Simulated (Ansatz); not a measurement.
Mulliken charges of GeH$_{6}$OSSi (`[SiH3][O][GeH2][SH]`) from B3LYP/def2-TZVPP in Ansatz (PBE0-D4/def2-TZVP geometry).

```json
{"atom": "Si1", "x (Å)": "0.013", "y (Å)": "1.642", "z (Å)": "0.511", "charge (e)": "0.438"}
{"atom": "O2", "x (Å)": "-0.890", "y (Å)": "0.409", "z (Å)": "-0.085", "charge (e)": "-0.474"}
{"atom": "Ge3", "x (Å)": "-0.467", "y (Å)": "-1.143", "z (Å)": "-0.826", "charge (e)": "0.435"}
{"atom": "S4", "x (Å)": "1.484", "y (Å)": "-1.854", "z (Å)": "-0.055", "charge (e)": "-0.292"}
{"atom": "H5", "x (Å)": "0.634", "y (Å)": "1.274", "z (Å)": "1.811", "charge (e)": "-0.084"}
{"atom": "H6", "x (Å)": "1.094", "y (Å)": "2.026", "z (Å)": "-0.438", "charge (e)": "-0.079"}
{"atom": "H7", "x (Å)": "-0.897", "y (Å)": "2.796", "z (Å)": "0.714", "charge (e)": "-0.076"}
{"atom": "H8", "x (Å)": "-1.606", "y (Å)": "-2.095", "z (Å)": "-0.452", "charge (e)": "0.009"}
{"atom": "H9", "x (Å)": "-0.280", "y (Å)": "-0.936", "z (Å)": "-2.334", "charge (e)": "0.004"}
{"atom": "H10", "x (Å)": "0.997", "y (Å)": "-2.171", "z (Å)": "1.156", "charge (e)": "0.117"}
```

Problem. By hand: the dipole of these point charges (1 e Å = 4.8032 D).

Solution. Σ q r = (-0.179, -0.187, -0.129) e Å, of length 0.289 e Å = 1.39 D.

Problem. How does the dipole of the full density compare? (Best estimate.)

Solution. Ansatz gave: (-0.103, -0.196, -0.023) e Å, 1.07 D; the point charges give 1.30 times that, at 26° from its direction.

Point charges leave out the atoms' own dipoles, such as those of lone pairs, and Mulliken's split depends on the basis, so the two needn't agree.

B3LYP here is the variant with VWN-RPA as its local correlation; programs differ in this.
